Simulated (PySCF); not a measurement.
**Working out the ionisation energy of Au**

Au [Xe] 4f14 5d10 6s1 (2S) → Au⁺ [Xe] 4f14 5d10 (1S). All numbers are calculated (PySCF 2.14, scalar relativity by spin-free X2C-1e, in ANO-RCC-VTZP (8s7p5d3f1g, 84 functions)). Frozen: [Kr] 4d10 4f14. Energies in hartree (1 hartree = 27.21139 eV):

| part | Au (lower) | Au⁺ (upper) |
| --- | --- | --- |
| UHF | -19008.103368 | -19007.821132 |
| CCSD correlation | -0.546301 | -0.498278 |
| (T) | -0.019514 | -0.014885 |

Problem. What does Hartree-Fock give?

Solution. (-19007.821132) − (-19008.103368) = 0.282236 hartree = 7.680 eV.

Problem. What do CCSD and CCSD(T) give?

Solution. The CCSD correlation energies differ by 0.048023 hartree = 1.307 eV and the triples by 0.004629 hartree = 0.126 eV, so CCSD gives 8.987 eV and CCSD(T) 9.113 eV.

Measured between the centres of the two terms (NIST): 9.226 eV, so CCSD(T) (valence and next inner shell) is off by -0.113 eV.

What remains against the reference includes basis incompleteness, the frozen core and higher excitations.
